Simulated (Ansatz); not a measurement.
Geometry optimisation, Ansatz 0.2.0, RKS LDA/def2-SVP.

Input:

```yaml
crystal:
  periodic: [false, false, false]
  atoms:
    - { symbol: B, position_ang: [0.0, 0.0, 0.0] }
    - { symbol: F, position_ang: [0.0, 0.0, 1.32] }
    - { symbol: C, position_ang: [1.3856, 0.0, -0.8] }
    - { symbol: H, position_ang: [1.7152, -1.0462, -0.9702] }
    - { symbol: H, position_ang: [1.2491, 0.508, -1.7774] }
    - { symbol: H, position_ang: [2.1552, 0.5381, -0.2082] }
    - { symbol: "N", position_ang: [-1.3423, 0.0, -0.775] }
    - { symbol: H, position_ang: [-2.0112, -0.8164, -0.6764] }
    - { symbol: H, position_ang: [-1.5914, 0.8164, -1.4036] }
basis:
  gaussian: { orbitals: def2-SVP }
hamiltonian:
  xc: lda
relax:
  f_tol: 0.02
  max_steps: 40
output:
  orbitals: {}
```

Command:

```bash
$ ansatz run input.yaml --threads 1 --pin off --max-ram 2048MiB --backend cpu --events-out ev --progress --plain --runs-dir out
```

Problem. Where does it end, and by what steps?

Solution. The forces met the threshold. After 7 steps the energy has fallen by 1.150 eV; H8 moved furthest, 0.85 Å.

```json
{"step": "0", "energy less start (eV)": "0.0000", "largest force component (eV/Å)": "2.671", "accepted": "yes"}
{"step": "1", "energy less start (eV)": "-0.5351", "largest force component (eV/Å)": "1.281", "accepted": "yes"}
{"step": "2", "energy less start (eV)": "-0.8865", "largest force component (eV/Å)": "0.868", "accepted": "yes"}
{"step": "3", "energy less start (eV)": "-1.0573", "largest force component (eV/Å)": "0.378", "accepted": "yes"}
{"step": "4", "energy less start (eV)": "-1.1353", "largest force component (eV/Å)": "0.334", "accepted": "yes"}
{"step": "5", "energy less start (eV)": "-1.1481", "largest force component (eV/Å)": "0.131", "accepted": "yes"}
{"step": "6", "energy less start (eV)": "-1.1495", "largest force component (eV/Å)": "0.079", "accepted": "yes"}
{"step": "7", "energy less start (eV)": "-1.1500", "largest force component (eV/Å)": "0.006", "accepted": "yes"}
```

```xyz
9
Properties=species:S:1:pos:R:3
B -0.039 -0.162 -0.111
F -0.050 -0.603 1.157
C 1.336 0.070 -0.813
H 1.910 -0.882 -0.843
H 1.261 0.461 -1.848
H 1.953 0.778 -0.217
N -1.278 0.057 -0.716
H -2.158 -0.110 -0.224
H -1.376 0.391 -1.675
```

Whether the end is a true minimum wasn't checked by a vibrational analysis.

Run time: 16 s on 1 thread of Arm Neoverse V1 (shared host), peak memory 0.14 GiB.
